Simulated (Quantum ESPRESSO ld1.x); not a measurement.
Values are calculated unless marked as measured or tabulated.
Species: the thallium ion Tl3+. Configuration: [Xe] 4f14 5d10 (the NIST ground configuration). Level of theory: scalar-relativistic Kohn-Sham, LDA (Slater exchange, Perdew-Zunger correlation), spin-polarised, spherical densities, point nucleus (ld1.x of Quantum ESPRESSO 7.5).

Radial electron density D(r) = 4 pi r^2 rho(r):

```
   r/bohr * D(r) (the largest magnitude, 153, reaches the edge; | marks zero)
 0.001447 |      *
 0.001657 |        *
 0.001914 |         *
 0.002211 |           *
 0.002533 |              *
 0.002925 |                *
 0.003378 |                   *
  0.00387 |                      *
  0.00447 |                          *
 0.005162 |                             *
 0.005914 |                                *
  0.00683 |                                   *
 0.007825 |                                     *
 0.009037 |                                       *
  0.01044 |                                        *
  0.01196 |                                       *
  0.01381 |                                      *
  0.01595 |                                     *
  0.01827 |                                    *
   0.0211 |                                   *
  0.02437 |                                    *
  0.02792 |                                      *
  0.03224 |                                           *
  0.03694 |                                                *
  0.04266 |                                                    *
  0.04927 |                                                      *
  0.05645 |                                                     *
  0.06519 |                                                 *
  0.07529 |                                             *
  0.08625 |                                          *
  0.09961 |                                           *
   0.1141 |                                              *
   0.1318 |                                                  *
   0.1522 |                                                 *
   0.1744 |                                            *
   0.2014 |                                   *
   0.2326 |                             *
   0.2665 |                            *
   0.3078 |                               *
   0.3554 |                                 *
   0.4072 |                               *
   0.4703 |                         *
   0.5388 |                  *
   0.6222 |            *
   0.7186 |         *
   0.8233 |        *
   0.9508 |       *
    1.098 |      *
    1.258 |    *
    1.453 |   *
    1.678 | *
    1.922 |*
     2.22 |*
    2.544 *
    2.937 *
    3.392 *
    3.887 *
    4.489 *
```

D(r) has 4 maxima, at r = 0.0108, 0.0505, 0.139, 0.361 bohr, and minima at 0.0209, 0.0898, 0.256 bohr, inside which lie 1.87, 10.98, 30.08 electrons.
